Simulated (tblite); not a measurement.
HS₂, doublet, at a GFN2-xTB geometry; GFN1-xTB in tblite.

tblite was given this input:
```
$ tblite run mol.xyz --method gfn1 --charge 0 --spin 1 --etemp 2000 --json tblite.json --no-restart

# file mol.xyz
3

S      0.91067831    -0.45184823    -0.02081956
S     -0.80573747     0.48637639     0.01910795
H     -1.67905351    -0.55245053     0.02738580
```

It wrote (shortened):

```
xTB calculator
 | screened Coulomb repulsion
 | Coulomb electrostatics
 |  * isotropic Klopman-Ohno-Mataga-Nishimoto electrostatics
 |  * onsite third-order electrostatics
 | DFT-D3(BJ) dispersion correction

halogen bonding energy    0.0000000000000E+00 Eh
repulsion energy          2.0263136609457E-02 Eh
dispersion energy        -6.8971319823041E-04 Eh
number of electrons       1.3000000000000E+01 e
integral cutoff           1.9731147476801E+01 bohr

------------------------------------------------------------
  cycle        total energy    energy error   density error
------------------------------------------------------------
      1     -7.843485379610  -7.8630588E+00   1.9624573E-01
      2     -7.832463338310   1.1022041E-02   2.1632196E-01
      3     -7.877008447141  -4.4545109E-02   3.1408333E-02
      4     -7.877055463081  -4.7015940E-05   1.3492770E-02
      5     -7.877103432987  -4.7969905E-05   6.0825485E-03
      6     -7.877141927328  -3.8494341E-05   4.2039053E-04
      7     -7.877142062202  -1.3487483E-07   1.0554100E-04
      8     -7.877142069090  -6.8873849E-09   3.4109976E-06
------------------------------------------------------------

electronic energy        -7.8967154925009E+00 Eh
total energy             -7.8771420690897E+00 Eh

Post processing:
 | Mayer-Wiberg bond orders

[Info] JSON dump of results written to 'tblite.json'
```
